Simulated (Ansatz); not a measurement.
`CC(C)B(N)N`, relaxed with RKS PBE0-D4/def2-TZVP in Ansatz from a PBE-D4/def2-SVP geometry. The force threshold is 0.005 eV/Å; the program also tests the step.

Charge 0, multiplicity 1.

Start:

```xyz
17

C    -1.268    1.195    0.122
C     0.158    0.672   -0.137
C     1.092    1.015    1.032
B     0.104   -0.896   -0.490
N     0.326   -1.866    0.528
N    -0.209   -1.288   -1.824
H    -1.280    2.290    0.316
H    -1.719    0.699    1.008
H    -1.942    0.997   -0.736
H     0.548    1.194   -1.043
H     2.131    0.671    0.853
H     1.128    2.109    1.225
H     0.747    0.546    1.981
H     0.553   -1.604    1.485
H     0.269   -2.873    0.388
H    -0.299   -2.253   -2.139
H    -0.340   -0.608   -2.569
```

| step | energy (eV) | largest force (eV/Å) | largest move (Å) |
| --- | --- | --- | --- |
| 1 | -6943.9777 | 0.551 | 0.000 |
| 2 | -6944.0366 | 0.165 | 0.028 |
| 3 | -6944.0413 | 0.028 | 0.014 |
| 4 | -6944.0415 | 0.020 | 0.009 |
| 5 | -6944.0416 | 0.007 | 0.005 |
| 6 | -6944.0417 | 0.011 | 0.022 |
| 7 | -6944.0418 | 0.012 | 0.018 |
| 8 | -6944.0419 | 0.023 | 0.041 |
| 9 | -6944.0420 | 0.022 | 0.027 |
| 10 | -6944.0422 | 0.025 | 0.039 |
| 11 | -6944.0422 | 0.019 | 0.015 |
| 12 (rejected) | -6944.0422 | 0.028 | 0.029 |
| 13 | -6944.0423 | 0.013 | 0.014 |
| 14 | -6944.0423 | 0.002 | 0.009 |

End:

```xyz
17

C    -1.240    1.215    0.060
C     0.175    0.661   -0.130
C     1.038    0.993    1.082
B     0.115   -0.892   -0.481
N     0.437   -1.864    0.494
N    -0.298   -1.285   -1.777
H    -1.224    2.294    0.250
H    -1.732    0.739    0.913
H    -1.868    1.039   -0.817
H     0.614    1.171   -0.999
H     2.061    0.626    0.970
H     1.089    2.074    1.251
H     0.623    0.554    1.996
H     0.749   -1.615    1.414
H     0.391   -2.855    0.340
H    -0.406   -2.238   -2.074
H    -0.525   -0.617   -2.491
```

It took 67 s on 4 threads of an Arm Neoverse V2 on a shared host, with 0.82 GiB of host memory at the peak.
